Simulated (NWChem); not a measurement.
Molecule: GeF3, doublet; SMILES [F][Ge]([F])[F]

In the optimisation the excess spin sits in a (C3, its own frame).

### Question
Give the equilibrium geometry at PBE0/def2-SVP, spin-unrestricted (NWChem) as a list of bonds and angles, with the point group.

### Answer
point group C3v; any orientation.
Bond lengths (Å): F1–Ge2 1.727, Ge2–F3 1.727, Ge2–F4 1.727. Angles (°): F1–Ge2–F3 106.5, F1–Ge2–F4 106.5, F3–Ge2–F4 106.5.
